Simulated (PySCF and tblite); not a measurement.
Results of a calculation; reference values are marked as such.
# Conformers and averaged properties: C₅H₅FO₃, numbered as in [CH2:1]=[C:2]([O:3]/[CH:4]=[CH:5]/[F:6])[C:7](=[O:8])[OH:9]

Geometries GFN2-xTB; weights from PBE0-D3(BJ)/def2-SVP (IEF-PCM, dimethylsulfoxide) energies and GFN2-xTB thermal corrections, with symmetry numbers and mirror pairs. Conformers within 3 kcal/mol (GFN2-xTB free energy) were kept, 9 at most. GIAO shieldings: KT3/pcSseg-1 (IEF-PCM, dimethylsulfoxide). Shifts are against TMS (¹H), TMS (¹³C) at the same level; of two unlike H on one atom, a is the less shielded. (PySCF 2.14, tblite 0.8.)

Torsions listed: C1–C2–O3–C4, C2–O3–C4–C5, O3–C2–C7–O9, O8–C7–O9–H9. Of a mirror pair one member is shown.

```tsv
conformer	shape	symmetry	E(GFN2) kcal/mol	E(DFT) kcal/mol	G(298.15 K) kcal/mol	weight %	dipole D
1	18°, -161°, 3°, 0°	C1 (pair)	0.00	0.00	0.00	49.8	0.67
2	18°, -161°, -176°, 0°	C1 (pair)	0.95	0.09	0.03	47.6	3.24
3	153°, 158°, 173°, -1°	C1 (pair)	1.11	2.21	2.20	1.2	3.85
4	139°, -24°, 169°, -1°	C1 (pair)	0.56	2.74	2.91	0.4	3.72
5	147°, 163°, -14°, 1°	C1 (pair)	1.55	3.06	3.03	0.3	0.82
6	134°, -18°, -14°, 0°	C1 (pair)	0.23	2.93	3.14	0.2	1.00
7	29°, 24°, 6°, 1°	C1 (pair)	0.92	3.05	3.21	0.2	0.40
8	31°, 23°, -172°, 0°	C1 (pair)	1.90	3.21	3.30	0.2	3.56
```

Weights (%) against temperature:

```json
{"T (K)": "180", "1": "52.5", "2": "47.3", "3": "0.1", "4": "0.0", "5": "0.0", "6": "0.0", "7": "0.0", "8": "0.0", "S(mix) cal/mol/K": "2.78"}
{"T (K)": "230", "1": "51.4", "2": "47.9", "3": "0.4", "4": "0.1", "5": "0.1", "6": "0.1", "7": "0.0", "8": "0.0", "S(mix) cal/mol/K": "2.85"}
{"T (K)": "298.15", "1": "49.8", "2": "47.6", "3": "1.2", "4": "0.4", "5": "0.3", "6": "0.2", "7": "0.2", "8": "0.2", "S(mix) cal/mol/K": "3.03"}
{"T (K)": "330", "1": "49.0", "2": "47.2", "3": "1.7", "4": "0.6", "5": "0.5", "6": "0.4", "7": "0.4", "8": "0.3", "S(mix) cal/mol/K": "3.15"}
{"T (K)": "400", "1": "46.7", "2": "45.7", "3": "2.9", "4": "1.2", "5": "1.0", "6": "0.9", "7": "0.8", "8": "0.8", "S(mix) cal/mol/K": "3.43"}
```

Averaged shifts at 298.15 K. ¹H: 7.69 (H5, 1H), 7.28 (H4, 1H), 5.95 (H1a, 1H), 5.28 (H1b, 1H) ppm. ¹³C: 156.3 (C7), 146.0 (C2), 145.3 (C5), 132.3 (C4), 97.6 (C1) ppm.

Coordinates of conformer 1 (Å):

```xyz
14

C     0.324   -1.770    0.027
C     0.639   -0.474    0.061
O    -0.212    0.588    0.100
C    -1.503    0.387    0.467
C    -2.439    1.276    0.166
F    -3.698    1.102    0.596
C     2.076   -0.064    0.029
O     2.992   -0.839   -0.064
O     2.237    1.254    0.118
H    -0.685   -2.139    0.012
H     1.122   -2.488   -0.004
H    -1.732   -0.494    1.054
H    -2.300    2.178   -0.406
H     3.180    1.481    0.090
```

Coordinates of conformer 2 (Å):

```xyz
14

C    -1.202    0.835    0.678
C    -0.657   -0.037   -0.171
O     0.669   -0.253   -0.388
C     1.574    0.171    0.529
C     2.851    0.317    0.203
F     3.749    0.669    1.136
C    -1.484   -0.915   -1.057
O    -1.039   -1.747   -1.798
O    -2.796   -0.676   -0.936
H    -0.617    1.494    1.294
H    -2.270    0.905    0.753
H     1.231    0.337    1.543
H     3.279    0.167   -0.774
H    -3.290   -1.267   -1.528
```

The minima are those of GFN2-xTB; planar forms about aryl–S or allylic bonds may be saddles in DFT. H on N, O and S are left out: they exchange, and hydrogen bonds move them by several ppm. Shifts are unscaled: against experiment ¹³C can be off by 15 ppm or more and ¹H by 0.8 ppm.

Search and properties took 4.7 min on 1 thread of AMD EPYC 7B13, on a host shared with other jobs (rough), launched as `OMP_NUM_THREADS=1 python ens_run.py task.json out`.


Conformer gaps in def2-SVP on xTB geometries can be 2 kcal/mol too large for S=O, P=O and other polar bonds.